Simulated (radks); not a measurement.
All-electron atom: Dy3+ in [Xe] 4f8 6d1 (not the ground configuration).

Method: scalar-relativistic Kohn-Sham, PBEsol, spin-polarised, spherical densities, finite nucleus; open shells are filled with parallel spins first (spin-orbit coupling, left out, can overturn this in heavy ions); Fermi nuclear charge, rms radius 5.2218 fm; computed with a radial shooting solver on a logarithmic mesh with Libxc functionals.

Energy parts (eV):
| part | energy |
|---|---|
| total | -330612.60 |
| kinetic | 356607.22 |
| electron-nucleus | -806281.84 |
| Hartree | 126069.98 |
| exchange-correlation | -7007.95 |

Orbitals (lengths in bohr, moments of r in powers of bohr):
orbital  occ.  eigenvalue (eV)      <r^4>      <r>
1s down     1        -53674.73  9.927e-07  0.02113
1s up       1        -53674.73  9.927e-07  0.02113
2s up       1        -8978.197  0.0001561  0.08981
2s down     1        -8978.107  0.0001561  0.08981
2p up       3        -7973.416  0.0001176  0.07947
2p down     3        -7973.350  0.0001176  0.07947
3s up       1        -2037.584   0.005979   0.2348
3s down     1        -2034.896   0.005959   0.2346
3p up       3        -1729.056   0.006288   0.2336
3p down     3        -1726.380   0.006263   0.2334
3d up       5        -1331.436   0.004977   0.2123
3d down     5        -1329.373   0.004947   0.2121
4s up       1        -443.2517     0.1446   0.5288
4s down     1        -437.5198     0.1449   0.5289
4p up       3        -341.3062     0.1892   0.5596
4p down     3        -335.6566     0.1900   0.5600
4d up       5        -202.3483     0.2901   0.6045
4d down     5        -196.8023     0.2941   0.6058
5s up       1         -89.6562      4.315    1.241
5s down     1         -86.9656      4.551    1.257
5p up       3         -63.5892      7.611    1.417
5p down     3         -61.5835      8.145    1.440
4f up       7         -50.2961      1.203   0.7555
4f down     1         -45.2194      1.441   0.7770
6d up       1         -14.1494      742.0    4.578

The highest occupied level is 6d up at -14.149 eV. Spin moment in Bohr magnetons: 7. The density falls to 0.001 e/bohr^3 at r = 4.88 bohr.
